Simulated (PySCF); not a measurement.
PySCF 2.14 output of an unrestricted wB97X-V calculation on a single atom or ion in aug-cc-pCVTZ-DK with one added diffuse shell each of s, p, d, f type (8s7p5d3f, 75 functions), with the spin-free X2C one-electron Hamiltonian (Gaussian nucleus):

```
SCF conv_tol = 1e-09
number electrons alpha = 6  beta = 1
    N. Mardirossian and M. Head-Gordon.,  Phys. Chem. Chem. Phys. 16, 9904-9924 (2014)
cycle= 1 E= -54.0017696188039  delta_E= -0.00258  |g|= 0.0109  |ddm|= 0.141
cycle= 2 E= -54.0018447730599  delta_E= -7.52e-05  |g|= 0.00213  |ddm|= 0.0359
cycle= 3 E= -54.0018565179485  delta_E= -1.17e-05  |g|= 0.000633  |ddm|= 0.0187
cycle= 4 E= -54.0018587187367  delta_E= -2.2e-06  |g|= 0.000188  |ddm|= 0.0112
cycle= 5 E= -54.0018589461115  delta_E= -2.27e-07  |g|= 3.59e-05  |ddm|= 0.00449
cycle= 6 E= -54.0018589557331  delta_E= -9.62e-09  |g|= 2.71e-06  |ddm|= 0.00118
cycle= 7 E= -54.0018589557593  delta_E= -2.61e-11  |g|= 1.9e-07  |ddm|= 6.88e-05
converged SCF energy = -54.0018589557593  <S^2> = 8.7500089  2S+1 = 6.000003
```

The run itself started from symmetry-adapted Hartree-Fock orbitals and held the occupation by maximum overlap, on a logarithmic radial grid, so the iterations belong to that start.

Problem. Which element, charge and spin multiplicity is this?

Solution. N (nitrogen, neutral), multiplicity 6; the state was [He] 2s1 2p3 3s1, high-spin 6S determinant (an excited configuration).

The outer electron is Rydberg-like, and this basis confines it to a smaller radius and binds it less than a complete one would.
